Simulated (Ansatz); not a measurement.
Basis sets compared for the cluster AlSi4⁺. Total charge 1; singlet. Geometry PBE-D4/def2-SVP. Ansatz on 4 threads of Arm Neoverse V1 on a shared host; times are rough, and most runs start from earlier orbitals.

```xyz
5

Al   -1.3858    2.3927   -0.8521
Si   -0.8362   -0.2647    0.3289
Si    0.9179    1.3193    0.2059
Si    1.4955   -0.8908    0.0667
Si   -0.1915   -2.5565    0.2506
```

The restricted singlet is unstable towards broken spin symmetry in Hartree–Fock (as tested in another run); at PBE-D4/def2-SVP, PBE-D4/def2-TZVP, PBE0-D4/def2-SVP, PBE0-D4/def2-TZVP this wasn't settled. Another isomer (singlet) lies 0.03 eV lower at PBE-D4/def2-SVP; other spin states weren't run for this one.

| level | functions | energy (Eh) | HOMO (eV) | LUMO (eV) | wall time |
| --- | --- | --- | --- | --- | --- |
| PBE-D4/def2-SVP | 90 | -1398.9340 | -9.97 | -8.96 | 0.9 s |
| PBE0-D4/def2-SVP | 90 | -1399.0379 | -10.78 | -8.36 | 1.1 s |

Problem. Estimate the rows for PBE-D4/def2-TZVP (with forces), PBE0-D4/def2-TZVP.

Solution. 
```tsv
level	functions	energy (Eh)	HOMO (eV)	LUMO (eV)	wall time
PBE-D4/def2-TZVP (with forces)	185	-1399.4234	-9.85	-8.85	2.3 s
PBE0-D4/def2-TZVP	185	-1399.5239	-10.64	-8.23	3.4 s
```
